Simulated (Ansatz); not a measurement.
CBF5: where a starting geometry ends

The starting geometry of this gas-phase triplet was optimised with GFN2-xTB as a singlet; its bonds are those of `FB(F)C(F)(F)F`.

```xyz
7

C    -0.4865   -0.6056   -0.3478
B    -1.9654   -0.3082    0.3060
F    -2.9893   -0.0542   -0.4507
F    -2.1573   -0.3171    1.5896
F    -0.0337    0.4349   -1.0744
F    -0.4993   -1.6648   -1.1790
F     0.4602   -0.8609    0.5693
```

Q: Predict what it relaxes into with PBE0-D4/def2-SVP.

A: It falls apart into CF3 + BF2. Contacts that open: C1–B2 (1.64 → 3.46 Å).

The energy falls by 2.70 eV over 38 steps:

```csv
step,E − E(last) (eV)
1,2.696
5,0.892
9,0.116
13,0.049
17,0.039
22,0.024
26,0.009
30,0.001
34,0.000
38,0.000
```

Final geometry (Å):

| atom | x (Å) | y (Å) | z (Å) |
| --- | --- | --- | --- |
| C | 0.0108 | -0.9331 | -0.4921 |
| B | -3.0158 | 0.3106 | 0.6224 |
| F | -3.2334 | -0.5265 | -0.3593 |
| F | -2.3079 | -0.0535 | 1.6606 |
| F | -0.3949 | 0.3166 | -0.5832 |
| F | 0.1796 | -1.4628 | -1.6761 |
| F | 1.0903 | -1.0272 | 0.2407 |

No frequencies were run, so the end isn't proven a minimum. Open shells are spin-unrestricted. The triplet needn't be the ground state. Run with Ansatz 0.2.0, 2.6 min on 2 threads of Arm Neoverse V2, with other jobs on the host.
